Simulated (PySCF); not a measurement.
Computed with PySCF 2.14.0 with B3LYP-D3(BJ)/def2-TZVP // B3LYP-D3(BJ)/def2-SVP. All species are isolated molecules in the gas phase. B3LYP has the VWN-RPA correlation part, as in Gaussian. Delta-SCF ions had no search for a lower state. Excitations are Tamm–Dancoff values on a coarser integration grid. The basis has no diffuse functions, so Rydberg states are missing or too high.

Reference species (SMILES): `Cc1c([SiH3])ccc2ccsc12` (neutral, multiplicity 1).

```yaml
vertical ionisation energy (Delta-SCF): 7.83 eV
S1 oscillator strength: 0.085
LUMO: -1.31 eV
S1 excitation (TDA): 4.42 eV
```

Changed species: `c1cc2c(cc(cc2C)[SiH3])s1`.

### Question
Give the shifts of the vertical ionisation energy (Delta-SCF), S1 oscillator strength, LUMO and S1 excitation (TDA).

### Answer
the vertical ionisation energy (Delta-SCF) rises by 0.03 eV, to 7.86 eV; the S1 oscillator strength hardly moves; the LUMO stays essentially unchanged; the S1 excitation (TDA) hardly moves.
